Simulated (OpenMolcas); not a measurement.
Re2+ among 4 point charges of -1.25 e arranged as a tetrahedron (Td), 2.11 Å from the ion.
```
   1.2182    1.2182    1.2182  -1.25
   1.2182   -1.2182   -1.2182  -1.25
  -1.2182    1.2182   -1.2182  -1.25
  -1.2182   -1.2182    1.2182  -1.25
```

```json
{
  "Program": "OpenMolcas",
  "Method": "CASSCF",
  "Basis": "ANO-RCC-VDZP [7s6p4d2f1g]",
  "Scalar Hamiltonian": "DKH2, point nucleus",
  "Active space": "5 electrons in 5 orbitals (5d)",
  "State averaging": "2S+1 = 6 even, 1 root; 2S+1 = 4 even, 24 roots; 2S+1 = 2 even, 75 roots",
  "Spin-orbit coupling": "RASSI with atomic mean-field integrals over the reference wave functions"
}
```

Q: What is the spin-free ground state (labels of Td)?

A: 6A1, 1-fold in its orbital part, 100 % from free-ion S terms; it has the highest spin that d5 allows.

Q: What are the lowest two levels with spin-orbit coupling?

A: A 2-fold level Γ7 with g = 3.29, 3.29, 3.29, then a 4-fold level Γ8 0.4 cm-1 above it. Their leading multiplicities are 6 (93 %) and 6 (93 %).

Q: What is χT at 300 K, and how does it compare with the textbook value?

A: The lowest level has 2S+1 = 6, for which the spin-only value is χT = S(S+1) / 2 = 4.375 cm3 K/mol (g = 2). The computed 4.253 at 300 K differs by -0.122, through orbital momentum, spin-orbit coupling and any other state in reach.

Without dynamic correlation the repulsion within the d shell is too large (B by tens of per cent), so at a given field states of lower spin stand too high. Point charges give a weaker field than real ligands, and real ions of this kind are as a rule low spin; the high spin found here belongs to the model. Point charges carry no covalency, so the field is a model and not that of real ligands. No measured value stands beside these numbers.
